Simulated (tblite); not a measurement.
Compound: C₃H₁₀FPSi₂.
Z-matrix (Å and degrees, GFN2-xTB geometry), rows numbered from 1:
```
C 
C   1  1.3217
C   2  1.4907  1  124.10
Si  3  1.9128  2  110.03  1   -94.51
F   4  1.6208  3  106.45  2   -66.08
Si  4  2.3128  3  111.76  2    49.29
P   6  2.2456  4  109.67  3    52.07
H   1  1.0763  2  122.14  3   178.62
H   1  1.0791  2  121.51  3    -2.33
H   2  1.0820  1  120.32  3  -177.35
H   3  1.0904  2  109.81  1    25.29
H   3  1.0904  2  110.04  1   143.98
H   4  1.4641  3  109.49  2  -175.12
H   6  1.4748  4  112.06  3   174.96
H   6  1.4696  4  114.86  3   -64.90
H   7  1.3837  6   95.23  4    68.42
H   7  1.3798  6   94.91  4   161.10
```

All values are computed: GFN2-xTB (tblite) harmonic vibrations without scaling, gas phase. The method is semi-empirical: single wavenumbers can be off by several per cent or more. Modes of hydrogen on phosphorus and silicon can be 10 to 20 % off. One conformer, not necessarily the lowest.

Harmonic wavenumbers (cm⁻¹): 32.0, 39.7, 69.4, 77.7, 82.1, 127.5, 155.0, 165.4, 280.9, 372.7, 413.5, 420.1, 497.5, 533.0, 584.5, 601.5, 619.3, 652.9, 684.8, 712.9, 741.2, 779.9, 793.7, 818.5, 883.6, 954.0, 1017.1, 1045.2, 1153.0, 1181.7, 1205.9, 1292.6, 1408.3, 1458.2, 1702.4, 2149.8, 2197.9, 2232.7, 2306.3, 2401.7, 2981.0, 2988.1, 3059.4, 3085.9, 3126.2.

A = 1653, B = 1011, C = 744.9 MHz; mass 152.004 u (most abundant isotopes); point group C1, symmetry number 1.

Problem. What is the zero-point energy?

Solution. ½Σν̃ = 25043 cm⁻¹ = 299.58 kJ/mol.

Problem. Give the ideal-gas entropy at 273.15 K and 1 bar in the rigid-rotor, harmonic-oscillator model (classical rotation).

Solution. Translation 169.69, rotation 124.16, vibration 157.03: S = 450.9 J/(mol K).

Problem. And Cp and H(273.15 K) − H(0)?

Solution. Cp = 170.38 J/(mol K), of which vibrations give 137.12 (their classical limit is 45 R = 374.2); H(273.15 K) − H(0) = 29.75 kJ/mol without the zero-point energy, 20.66 from vibrations.

Problem. Which modes carry the vibrational entropy at 273.15 K?

Solution. 32.0 cm⁻¹: 23.13; 39.7 cm⁻¹: 21.34; 69.4 cm⁻¹: 16.73; 77.7 cm⁻¹: 15.80; 82.1 cm⁻¹: 15.35; 127.5 cm⁻¹: 11.78 J/(mol K); the other 39 give 52.90 together.

Problem. How do the functions run with temperature in this model?

Solution. 
| T (K) | S (J/(mol K)) | Cp (J/(mol K)) | H − H(0) (kJ/mol) | G − H(0) (kJ/mol) | ln q(vib) |
| --- | --- | --- | --- | --- | --- |
| 100 | 324.0 | 95.5 | 6.80 | -25.60 | 3.47 |
| 200 | 403.0 | 138.3 | 18.44 | -62.15 | 7.28 |
| 300 | 467.4 | 181.2 | 34.47 | -105.74 | 10.68 |
| 500 | 575.9 | 243.9 | 77.48 | -210.45 | 16.86 |
| 800 | 703.9 | 300.0 | 159.84 | -403.25 | 24.98 |
| 1000 | 773.6 | 324.3 | 222.40 | -551.16 | 29.76 |

q(vib) and H(0) count from the zero-point level.

Problem. What must be added to the electronic energy to get the Gibbs energy at 273.15 K and 1 bar?

Solution. ZPE + [H(273.15 K) − H(0)] − T·S = 299.58 + 29.75 − 123.16 = 206.17 kJ/mol.

Problem. Blend soft modes into free rotors: weight 1/[1 + (100 cm⁻¹/ν̃)⁴] for the oscillator and the rest for a rotor with moment μB/(μ + B), μ = h/(8π²ν), B = 10⁻⁴⁴ kg m². What vibrational entropy results?

Solution. 136.85 J/(mol K) in place of 157.03, which changes −T·S at 273.15 K by +5.51 kJ/mol.

Hindered rotation and anharmonicity are outside this model. Other conformers, if any are populated, would add a mixing term that is left out. The structure is chiral; the term R ln 2 for an equal mix with its mirror image is left out.

On one thread, Arm Neoverse V2 (aarch64), no GPU, shared host with 192 logical CPUs at a one-minute load of 96, this took 0.71 s wall. The figure is for the frequency step alone.
